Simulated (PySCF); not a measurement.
Species: C7H8SSi.
Numbering: `[CH:1]#[C:2][C:3](=[C:4]=[S:5])[SiH2:6][CH:7]1[CH2:8][CH2:9]1`

Definitions: NICS(0) = −σiso at the ring centroid; NICS(1) = −σiso and NICS(1)zz = −σzz at ±1 Å along the ring normal z. Level: GIAO PBE0/pcSseg-1 (PySCF, non-relativistic, gas phase) on the GFN2-xTB geometry, one conformer.

Ring bond lengths (Å), with Mayer bond orders in brackets: C7–C8 1.504 (0.96), C8–C9 1.490 (0.97), C9–C7 1.506 (0.95).

Q: What do the NICS probes read (ppm)?

A: 
| ring | type | NICS(0) | NICS(1), two faces | NICS(1)zz, two faces | rms pucker (Å) | centre to ring atoms, mean (Å) |
| --- | --- | --- | --- | --- | --- | --- |
| C7–C8–C9 | 3-membered carbocycle; formal bonds all single | -45.3 | -8.2 / -8.9 | -23.3 / -23.4 | 0.00 | 0.87 |

Q: What do they say, and how far can they be read as aromaticity?

A: 
- C7–C8–C9: mean NICS(1)zz -23.4 ppm, shielded. C7, C8, C9 have four or more neighbours; no verdict on aromaticity is drawn. NICS(0) lies 37 ppm below the mean NICS(1).

Q: List the ring angles and the Hirshfeld charges of the ring atoms.

A: 
- C7–C8–C9: C7 59.4° (-0.137 e), C8 60.4° (-0.084 e), C9 60.2° (-0.085 e); sum 180.0° against 180° for a flat convex ring.

Shape of the structure used: `[CH:1]#[C:2][C:3](=[C:4]=[S:5])[SiH2:6][CH:7]1[CH2:8][CH2:9]1`: C2–C3–Si6–C7 171°, C3–Si6–C7–C8 -163°.
